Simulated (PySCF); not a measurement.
CH₄Si, charge +1, doublet, geometry from GFN2-xTB (a state made from the parent by changing its charge; the spin is typed, not shown lowest). Base run: HF/def2-SVP (PySCF).

The PySCF input:
```python
from pyscf import gto, scf, solvent

mol = gto.Mole()
mol.atom = '''
    C    -1.227706   -0.073850   -0.030003
    Si    0.596173    0.035862    0.014569
    H    -1.874065    0.777805    0.162899
    H    -1.757220   -0.996238   -0.251641
    H     1.395171   -1.160051    0.235060
    H     1.255923    1.319522   -0.170272
'''
mol.basis = 'def2-svp'
mol.charge = 1
mol.spin = 1
mol.verbose = 3
mol.build()

mf = scf.UHF(mol)
mf.kernel()
mf.analyze()
```

Each row names what was changed in the base input (with any setting that the change needs).

```csv
change,ΔE vs base (kJ/mol)
base,0.00
model = COSMO; solvent = acetonitrile,-250.3
model = IEF-PCM; solvent = acetonitrile; vdw_scale = 1.0,-311.4
model = IEF-PCM; solvent = acetonitrile; vdw_scale = 1.4,-218.8
model = ddCOSMO; solvent = acetonitrile,-261.8
model = IEF-PCM; solvent = acetonitrile,-253.8
model = IEF-PCM; solvent = dichloromethane,-231.9
model = C-PCM; solvent = acetonitrile,-253.8
model = IEF-PCM; solvent = acetonitrile; r_probe = 0.5,-209.6
model = IEF-PCM; solvent = dimethylsulfoxide,-255.5
model = IEF-PCM; solvent = n-hexane,-122.3
model = IEF-PCM; solvent = acetonitrile; lebedev_order = 11,-254.1
```

The base is the gas phase, so ΔE is the electrostatic part of solvation at a fixed geometry, without cavity and dispersion terms.

Open shells are given as the SCF converged; they aren't shown to be the lowest states, and a large step between rows can be another state.
